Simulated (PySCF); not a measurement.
GeF₂ClBr, SMILES [F][Ge]([Cl])([F])[Br].

Geometry: PBE-D3(BJ)/def2-SVP.

Method: PBE-D3(BJ)/def2-SVP run with PySCF.

Frequencies are harmonic and unscaled.

| mode | ν (cm⁻¹) | IR (km/mol) | moving atoms (share of kinetic energy) |
|---|---|---|---|
| 1 | 110 | 0.4 | Cl 50 %, Br 22 %, F 14 %, Ge 14 % |
| 2 | 145 | 0.7 | F 80 %, Br 11 % |
| 3 | 176 | 6.7 | F 44 %, Ge 29 %, Cl 25 % |
| 4 | 208 | 18.7 | F 65 %, Br 24 % |
| 5 | 225 | 16.5 | F 77 %, Ge 13 %, Cl 8 % |
| 6 | 321 | 43.9 | Ge 45 %, Br 36 %, F 10 %, Cl 9 % |
| 7 | 444 | 80.4 | Cl 59 %, Ge 38 % |
| 8 | 706 | 69.3 | F 82 %, Ge 18 % |
| 9 | 733 | 63.9 | F 75 %, Ge 25 % |
